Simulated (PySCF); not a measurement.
**A computed series [M(H2O)]3+**

Computed with PySCF 2.14.0, PBE, def2-SVP on the ligands, density fitting, scalar-relativistic core potentials, no spin-orbit coupling, vacuum. Each member is relaxed from one template within its symmetry. Distances are means of the shortest metal–ligand contacts, charges and spins Mulliken's; removal energies are rigid, with the ligand's formal charge and no counterpoise, so too large; for an anion taken off a cation in vacuum most of it is the attraction of opposite charges, and multiply charged cations can part far more cheaply with an electron moved from ligand to metal. lcecp potentials hold a fixed number of 4f electrons in the core, out of states, spins and gaps.

```csv
metal,basis on the metal,point group,M–H2O (Å),charge on M (e),removal of one H2O (eV),"strongest infrared band, degenerate modes summed (cm⁻¹)",unstable modes (below −25 cm⁻¹)
Nd,lcecp-1-SVP with ECP49,C2v,2.253,2.51,5.11,3260,0
Gd,lcecp-1-SVP with ECP53,C2v,2.207,2.50,5.33,3244,0
Er,lcecp-1-SVP with ECP57,C2v,2.150,2.48,5.64,3219,0
Yb,lcecp-1-SVP with ECP59,C2v,2.126,2.47,5.77,3209,0
Lu,def2-SVP with ECP28,C2v,2.074,2.51,6.08,3175,0
```

Task: A further member has point group C2v, M–H2O (Å) 2.178, charge on M (e) 2.49, removal of one H2O (eV) 5.49, strongest infrared band, degenerate modes summed (cm⁻¹) 3231, unstable modes (below −25 cm⁻¹) 0. Which metal is it?

Result: Dy, lcecp-1-SVP with ECP55. Other answers can fit too; this one was computed.

From Nd to Yb the M–H2O distance shrinks by 0.13 Å, the lanthanide contraction, and the energy to remove one H2O rises by 0.66 eV.

One start shape was tried for each, so a minimum needn't be the lowest isomer.
